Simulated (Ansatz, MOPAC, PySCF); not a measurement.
Lewis adduct: BH3 (SMILES B) (first 4 atoms) with CHN (SMILES C#N); geometry from B3LYP-D3(BJ)/def2-TZVP, rigid monomers moved along the line of their centres of mass till B1···N6 is 2.78 Å.
(charge 0, multiplicity 1):
```csv
atom,x (Å),y (Å),z (Å)
B,-0.0969,0.0482,0.7696
H,0.6659,0.9271,0.4507
H,0.2039,-1.0311,0.3220
H,-1.2557,0.3333,0.5912
C,0.2944,-0.2993,4.6515
N,0.1805,-0.1981,3.5209
H,0.4009,-0.3939,5.7076
```

Monomers are frozen at their geometry in the pair; levels with a basis set take the counterpoise correction. Rows marked so take none.

Correlated levels freeze the cores. Rows in 3-21G, 6-31G* carry no dispersion term and start afresh at each structure (6-31G* with six Cartesian d functions). The state that AM1, PM3, PM6 reach isn't checked.

Codes used: Ansatz (an electronic-structure program) with Gaussian orbitals; MOPAC for AM1, PM3, PM6 (differences of heats of formation); PySCF for 3-21G rows, 6-31G* rows. Each number belongs to the level named beside it.

```tsv
level	interaction energy (kcal/mol)
AM1	-2.19
PM3	-7.14
PM6	-3.82
r2SCAN/def2-TZVPPD	-7.17
B3LYP/3-21G (no counterpoise)	-10.94
B3LYP/6-31G*	…
M06-2X/6-31G* (no counterpoise)	…
wB97M-V/def2-TZVPPD	-7.08
MP2/aug-cc-pVDZ	-7.08
```

**Question.** Complete the blanks.

**Answer.** 
- B3LYP/6-31G*, interaction energy (kcal/mol): -6.39
- M06-2X/6-31G* (no counterpoise), interaction energy (kcal/mol): -7.99
